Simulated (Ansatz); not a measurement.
C2H8AlNO (`C[N](C)[AlH][OH]`), 13 atoms. The species carries charge 0 and has multiplicity 1. All runs use 4 threads of an Arm Neoverse V1 on a shared host. Correlated methods freeze the cores.

**Question.** Give the basis size and wall time and peak host memory of each of these runs in Ansatz. RKS SPW92 (LDA)/def2-TZVPP energy; RKS PBE0-D4/def2-SVP energy; RKS BHLYP-D4/def2-TZVPP energy; RKS ωB97M-V/def2-QZVPP energy; RKS PBE0-D4/def2-TZVPP energy; RHF-MP2/def2-QZVPP energy; RHF-CCSD(T)/def2-TZVPP energy; RKS PBE0-D4/def2-TZVP relaxation (7 steps); RKS PBE0-D4/def2-TZVP frequencies; RKS ωB97M-V/def2-SVP energy; direct RPA on PBE orbitals/def2-TZVPP energy; RKS PBE0-D4/def2-QZVPP energy. (Best estimate.)

**Answer.** Computed: Other jobs shared the machine, so times are rough.

```json
{"level": "RKS PBE0-D4/def2-SVP", "job": "energy", "functions": "114", "wall time": "1.2 s", "peak host memory (GiB)": "0.25"}
{"level": "RKS SPW92 (LDA)/def2-TZVPP", "job": "energy", "functions": "278", "wall time": "1.6 s", "peak host memory (GiB)": "0.36"}
{"level": "RKS PBE0-D4/def2-TZVPP", "job": "energy", "functions": "278", "wall time": "3.7 s", "peak host memory (GiB)": "0.69"}
{"level": "RKS BHLYP-D4/def2-TZVPP", "job": "energy", "functions": "278", "wall time": "3.8 s", "peak host memory (GiB)": "0.71"}
{"level": "RKS ωB97M-V/def2-SVP", "job": "energy", "functions": "114", "wall time": "4.8 s", "peak host memory (GiB)": "0.36"}
{"level": "direct RPA on PBE orbitals/def2-TZVPP", "job": "energy", "functions": "278", "wall time": "9 s", "peak host memory (GiB)": "0.81"}
{"level": "RKS PBE0-D4/def2-QZVPP", "job": "energy", "functions": "538", "wall time": "11 s", "peak host memory (GiB)": "2"}
{"level": "RKS ωB97M-V/def2-QZVPP", "job": "energy", "functions": "538", "wall time": "24 s", "peak host memory (GiB)": "2.5"}
{"level": "RKS PBE0-D4/def2-TZVP", "job": "relaxation (7 steps)", "functions": "209", "wall time": "30 s", "peak host memory (GiB)": "0.55"}
{"level": "RHF-MP2/def2-QZVPP", "job": "energy", "functions": "538", "wall time": "31 s", "peak host memory (GiB)": "4"}
{"level": "RKS PBE0-D4/def2-TZVP", "job": "frequencies", "functions": "209", "wall time": "3.4 min", "peak host memory (GiB)": "0.55"}
{"level": "RHF-CCSD(T)/def2-TZVPP", "job": "energy", "functions": "278", "wall time": "4.2 min", "peak host memory (GiB)": "7.9"}
```
